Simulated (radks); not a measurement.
Nd28+, configuration [Ar] 3d10 4s2 4p2 (the NIST ground configuration). Calculated with a radial shooting solver on a logarithmic mesh with Libxc functionals: Dirac Kohn-Sham, PBE, spin-unpolarised, spherical densities, point nucleus; open shells are shared between the two j in proportion to 2j + 1. Some entries of the table are withheld. Estimate them.

orbital      occ.  eigenvalue (eV)  <r^2> (bohr^2)  <1/r> (bohr^-1)
1s1/2           2        -44342.25       0.0007597            66.07
2s1/2           2        -7972.715         0.01193            15.66
2p1/2           2        -7598.577        0.008718            15.64
2p3/2           4        -7076.812        0.009960            14.05
3s1/2           2        -2432.826         0.07874            5.749
3p1/2           2        -2274.295             (1)            5.667
3p3/2           4        -2166.812             (2)            5.272
3d3/2           4        -1894.698             (3)            5.147
3d5/2           6        -1871.083             (4)            5.047
4s1/2           2        -1096.975          0.3305            2.695
4p1/2    0.666667        -1032.803             (5)            2.630
4p3/2     1.33333        -1000.816             (6)            2.505
4d3/2           0        -895.3379          0.3549              (7)
4d5/2           0        -888.5022          0.3611              (8)
5s1/2           0        -624.5826          0.9693            1.563

Answer. 
(1) 3p1/2 <r^2> (bohr^2): 0.07353
(2) 3p3/2 <r^2> (bohr^2): 0.08033
(3) 3d3/2 <r^2> (bohr^2): 0.06420
(4) 3d5/2 <r^2> (bohr^2): 0.06608
(5) 4p1/2 <r^2> (bohr^2): 0.3344
(6) 4p3/2 <r^2> (bohr^2): 0.3559
(7) 4d3/2 <1/r> (bohr^-1): 2.389
(8) 4d5/2 <1/r> (bohr^-1): 2.359
